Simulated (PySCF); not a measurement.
Rigid-rotor lines calculated for a species of formula C4H6F2Si (commonest isotopes; PBE0-D3(BJ)/def2-SVP geometry optimisation, gas phase (PySCF)), labelled J(Ka,Kc):

```csv
transition,MHz
"1(0,1) ← 0(0,0)",2110.8
"1(1,1) ← 0(0,0)",5566.6
"2(0,2) ← 1(0,1)",4211.0
"2(1,1) ← 1(1,0)",4446.9
"2(1,2) ← 1(1,1)",3996.4
```

Find the rotational constants.

1(0,1) ← 0(0,0) is B + C, 2(1,1) ← 1(1,0) is 3B + C and 2(1,2) ← 1(1,1) is B + 3C, so B − C is half the difference of the last two, 225.2 MHz. 1(1,1) ← 0(0,0) is A + C. A = 4623.8, B = 1168.0, C = 942.8 MHz.

What moments of inertia, asymmetry and inertial defect follow?

I = 505379 MHz·u·Å² over each constant: Ia = 109.30, Ib = 432.67, Ic = 536.06 u·Å²; κ = (2B − A − C)/(A − C) = -0.878 (asymmetric top); Δ = Ic − Ia − Ib = -5.91 u·Å².

Which dipole components do these lines need?

μa and μb (a-type: ΔKa even, ΔKc odd; b-type: both odd). The calculation gives |μa| = 0.68 D, |μb| = 0.10 D, |μc| = 0.00 D.

Predict further lines from these constants: 2(0,2) ← 1(1,1); 2(2,1) ← 1(1,0); 3(3,0) ← 3(2,1); 3(2,1) ← 3(1,2); 3(2,1) ← 2(2,0); 3(1,2) ← 3(0,3); 2(1,1) ← 2(0,2); 3(1,3) ← 2(1,2); 2(2,0) ← 1(1,1); 2(2,0) ← 2(1,1); 3(1,2) ← 3(1,3); 3(2,1) ← 2(1,2); 3(3,1) ← 3(2,2); 1(1,0) ← 1(0,1); 3(0,3) ← 2(0,2); 3(3,0) ← 2(2,1).

```csv
transition,MHz,type,branch
"2(0,2) ← 1(1,1)",755,b,R
"3(1,2) ← 3(1,3)",1351,a,Q
"1(1,0) ← 1(0,1)",3681,b,Q
"2(1,1) ← 2(0,2)",3917,b,Q
"3(1,2) ← 3(0,3)",4291,b,Q
"3(1,3) ← 2(1,2)",5988,a,R
"3(0,3) ← 2(0,2)",6290,a,R
"3(2,1) ← 2(2,0)",6375,a,R
"3(2,1) ← 3(1,2)",10089,b,Q
"2(2,0) ← 2(1,1)",10378,b,Q
"2(2,1) ← 1(1,0)",14814,b,R
"2(2,0) ← 1(1,1)",15050,b,R
"3(2,1) ← 2(1,2)",17429,b,R
"3(3,0) ← 3(2,1)",17796,b,Q
"3(3,1) ← 3(2,2)",17849,b,Q
"3(3,0) ← 2(2,1)",24181,b,R
```

Which structure gave them?

`C(/[SiH3])=C(/F)C(F)=C`. Three constants can't fix a structure by themselves; this is the one that was computed:
```
atom  x, y, z in Å
C1     2.743    0.325    0.428
C2     1.685   -0.197   -0.193
F3     1.829   -1.069   -1.190
C4     0.285    0.098    0.117
F5     0.156    0.969    1.121
C6    -0.787   -0.414   -0.497
Si7   -2.553    0.002   -0.050
H8     3.753    0.046    0.126
H9     2.595    1.032    1.242
H10   -0.569   -1.120   -1.303
H11   -2.682    1.437    0.335
H12   -3.420   -0.277   -1.233
H13   -3.024   -0.844    1.090
```

The values belong to one conformer with, in the numbering `[CH2:1]=[C:2]([F:3])/[C:4]([F:5])=[CH:6]/[SiH3:7]`, C1–C2–C4–F5 0°. No PBE0-D3(BJ)/def2-SVP frequencies stand behind this structure, so it isn't proved a minimum. These are rigid-rotor constants of the computed structure; measured ground-state constants (B0) also hold zero-point vibration. A rigid rotor knows nothing of internal rotation, which can split or shift real lines.

On one thread of an Arm Neoverse V2, no GPU, on a shared host, this took 51 s of wall time and 0.71 GiB of memory at its peak. These figures are those of the optimisation.
